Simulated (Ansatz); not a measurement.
Consider the isomerisation: `[CH3][GeH]1[CH2][NH]1` → `C/C=[N]\[GeH3]`.

Computed with Ansatz on PBE0-D4/def2-TZVP structures; ΔE is electronic, products minus reactants. CCSD(T)/CBS adds triple-zeta CCSD(T) − MP2 to the extrapolated MP2 energy (def2 sets, frozen cores). DFT in def2-TZVPP. B3LYP here is the variant with VWN-RPA as its local correlation; programs differ in this. For Ge outer-core shells are correlated without core-valence functions, which leaves a few kJ/mol of doubt a bond. Scalar relativity is left out up to krypton.

Task: Is it downhill or uphill in electronic energy at CCSD(T)/CBS, and by how much? (Best estimate.)

Result: Computed: Downhill: ΔE = -35.9 kJ/mol.

Task: What do these levels give: PBE-D4, r2SCAN-D4, PBE0-D4, B3LYP-D4, ωB97M-V, B2PLYP, PBE0, B3LYP, MP2/def2-TZVPP, HF/def2-QZVPP, MP2/def2-QZVPP, SCS-MP2/def2-QZVPP? (An estimate is asked.)

Result: Ansatz gave: PBE-D4 -36.2, r2SCAN-D4 -40.2, PBE0-D4 -36.2, B3LYP-D4 -57.5, ωB97M-V -44.4, B2PLYP -49.4, PBE0 -35.2, B3LYP -55.8, MP2/def2-TZVPP -30.6, HF/def2-QZVPP -89.6, MP2/def2-QZVPP -26.4, SCS-MP2/def2-QZVPP -40.6 kJ/mol.

Largest T1 diagnostic among the species: 0.013.

In def2-TZVPP, CCSD(T) changes the Hartree–Fock value by +45.8 kJ/mol (the triples alone add +3.6 kJ/mol) and MP2 by +58.6 kJ/mol.
